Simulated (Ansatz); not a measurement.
**Which method gave which barrier?**

Saddle point of SiH4BrCl, closed shell (SiH₃Cl ([SiH3][Cl]) + HBr → SiH₃Br ([SiH3][Br]) + HCl; bonds formed: Si1–Br7, Cl2–H6; bonds broken: Si1–Cl2, H6–Br7), PBE0-D4/def2-TZVP structure:

Si1  (-0.593, -0.404, 0.021)
Cl2  (1.834, -0.512, 0.219)
H3  (-0.442, -1.870, -0.159)
H4  (-1.642, -0.054, -0.966)
H5  (-0.930, -0.088, 1.419)
H6  (1.528, 0.904, -0.062)
Br7  (0.245, 2.025, -0.471)
(Å)

Program: Ansatz 0.2.0. Basis: def2-TZVPP, with def2-QZVPP for the basis limit. Cores are frozen in the correlated methods. Filled d shells of the heavier atoms are correlated. The def2 sets are not built for correlating such inner shells, so the correlated values are less sure here. B3LYP uses VWN-RPA correlation. Extrapolation: Hartree–Fock as exp(−7.88 √X), correlation as X^−2.97. Four methods, as single points on the PBE0-D4 structures, gave these electronic barriers from the start structure: 117.4, 150.5, 167.4, 228.7 kJ/mol.

**Question.** The methods were, in alphabetical order, B3LYP-D4, CCSD(T), HF, PBE-D4. Which gave which? (Judge from chemistry; the calculation decides.)

**Answer.** The calculation gives: PBE-D4 117.4; B3LYP-D4 150.5; CCSD(T) 167.4; HF 228.7 kJ/mol. For comparison, CCSD(T) at an estimated basis limit (MP2 extrapolated from triple and quadruple zeta, plus CCSD(T) − MP2 in triple zeta) gives 160.4 kJ/mol.

The T1 diagnostic stays at or below 0.010.

Labels in which every atom is bracketed show which atoms are joined, not bond orders.

For scale, one of the runs: CCSD(T)/def2-TZVPP, 188 basis functions, launched by `ansatz run in.yaml --threads 4 --pin off --events-out ev --progress --plain --max-ram 9574MiB`. Hardware: 4 CPU threads of an Arm Neoverse V2, shared host. Wall time 40 s; peak host memory 1.9 GiB.
